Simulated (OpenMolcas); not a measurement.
**Fe7+, Ru7+, Os7+: d down the group**

* Program: OpenMolcas
* Method: RASSCF
* Basis: ANO-RCC-VQZP
* Scalar Hamiltonian: DKH2, point nucleus
* Spin-orbit coupling: RASSI with atomic mean-field integrals over the reference wave functions, term energies averaged over their components

Active space for each ion: 7 electrons in 8 orbitals (RAS1 p, at most 2 holes; RAS2 d).

Computed levels in cm-1 above 2D 3/2:

| Level | Fe7+ | Ru7+ | Os7+ |
| --- | --- | --- | --- |
| 2D 5/2 | 1864 | 4294 | 13974 |
| weight of 2D in the lowest level (%) | 100 | 100 | 100 |

Measured, with the error of the calculation in %. Measured levels: Fe7+ from Corliss and Sugar, J. Phys. Chem. Ref. Data 11, 135 (1982).

```
 Level         Fe7+
2D 5/2  1836 (+1.5)
```

The fine-structure level 2D 5/2 changes by a factor of 7.5 from Fe7+ to Os7+.

Without dynamic correlation excited terms often stand tens of per cent too high (terms of higher spin than the ground term too low), and those without a measured partner can miss by more than the paired ones. Active for correlation alone: 3p; no level in the range computed is led by a configuration that opens it, so any true level of that kind is missing (holds for Fe7+). Active for correlation alone: 4p; no level in the range computed is led by a configuration that opens it, so any true level of that kind is missing (holds for Ru7+). Active for correlation alone: 5p; no level in the range computed is led by a configuration that opens it, so any true level of that kind is missing (holds for Os7+). Computed and measured levels are paired by configuration, term and J; levels that our copy of the source lacks, or whose pairing is in doubt (as where it misses far off the trend of its configuration), stay unpaired and out of the deviations. Only configurations of the active space appear.
